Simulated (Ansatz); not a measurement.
Several settings on one geometry of K₈F₈ (relaxed from a model of 2x2x4 KF rock-salt block, whose bonding it doesn't keep) (that of the charge 0 singlet, r2SCAN-D4/def2-SVP). Ansatz on 4 threads of Arm Neoverse V1 on a shared host; times are rough.

```xyz
16

K    -1.291   -1.253   -3.633
F    -1.296   -1.281   -1.118
K    -2.212   -1.305    1.201
F    -1.162   -1.218    3.409
F    -1.160    1.189   -3.569
K    -1.301    1.382   -1.073
F    -2.139    1.175    1.251
K    -1.277    1.278    3.534
F     1.157   -1.188   -3.569
K     1.299   -1.381   -1.074
F     2.141   -1.175    1.249
K     1.281   -1.280    3.533
K     1.288    1.254   -3.633
F     1.294    1.282   -1.118
K     2.212    1.305    1.200
F     1.166    1.215    3.411
```

Totals from different functionals, basis sets or treatments of relativity can't be compared as stabilities.

The 6-31G sets use Cartesian d functions.

The spins typed aren't always the lowest for that charge.

**Question.** Give the basis size and estimate the energy, ⟨S²⟩ and time of these runs.

```csv
run,method,charge,state,further keys
1,RKS BHLYP/def2-SVPD,0,singlet,–
2,RKS PBEsol/def2-TZVPP,0,singlet,scf: {lower_state_search: full}; forces asked
3,RKS PBE0/6-31G,0,singlet,–
4,UKS rPW86-PBE-rVV10/def2-TZVPP,-1,doublet,scf: {lower_state_search: off}; forces asked
```

**Answer.** 
```tsv
run	functions	energy (Eh)	⟨S²⟩	wall time
1	400	-5597.6673	–	68 s
2	512	-5588.2103	–	3.8 min
3	304	-5596.5625	–	41 s
4	512	-5603.2608	0.75	2.3 min
```

The highest occupied level of an anion often lies above zero with these methods, and sets without diffuse functions describe the outer electron poorly.
